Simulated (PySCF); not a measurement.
**Ni⁹⁺: fine-structure interval**

Ni⁹⁺ [Ar] 3d1 [3d3/2^1, M_J = 3/2] → Ni⁹⁺ [Ar] 3d1 [3d5/2^1, M_J = 5/2], as a difference of total energies. Computed with PySCF 2.14 in an uncontracted even-tempered set (17 s from 0.53 bohr⁻², ratio 2.8; 12 p from 0.69 bohr⁻², ratio 2.8; 8 d from 0.69 bohr⁻², ratio 2.8; 4 f from 2 bohr⁻², ratio 3), with the two-component X2C-1e Hamiltonian. Correlated levels: [Ne] frozen; the 76 highest virtual spinors dropped. "Screened" scales the spin-orbit matrix elements by Boettger's factors to mimic the two-electron term; Breit and QED terms are absent.

```csv
method,fine-structure interval (cm⁻¹)
GHF (screened spin-orbit),3411.6
GMP2 (screened spin-orbit),3141.8
GHF (bare spin-orbit),5233.6
```
